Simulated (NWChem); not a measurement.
**Correlation energy of silacyclobutane (C$_{3}$H$_{8}$Si)**

```
C
H 1 1.1027
H 1 1.1036 2 106.85
C 1 1.5637 2 109.81 3 124.91
H 4 1.0999 1 116.22 2 -28.66
H 4 1.1028 5 108.12 1 126.08
C 1 1.5637 2 109.81 3 -124.91
H 7 1.0999 1 116.22 2 28.66
H 7 1.1028 8 108.12 1 -126.08
Si 4 1.9066 5 121.51 6 130.18
H 10 1.4945 4 114.06 5 24.63
H 10 1.4954 11 108.26 4 136.13
```
Charge 0, spin multiplicity 1.

Everything below was run with NWChem. Structure: optimised with B3LYP/def2-SVP, a minimum by its harmonic frequencies. It is one conformer; others weren't searched.

Basis set: 6-31G*. Each correlation energy counts from its own Hartree-Fock reference.

The correlated methods keep 8 core orbitals frozen. The Pople sets run with spherical d functions. Coupled-cluster values serve here as a point of comparison, not as the truth.

Question: Order these methods by the correlation energy they give, lowest first: MP2, CR-CCSD[T], CCSD, CCSD+T(CCSD).

Answer: CCSD+T(CCSD) (-536.8 mHa), CR-CCSD[T] (-532.6 mHa), CCSD (-520.2 mHa), MP2 (-468.5 mHa)
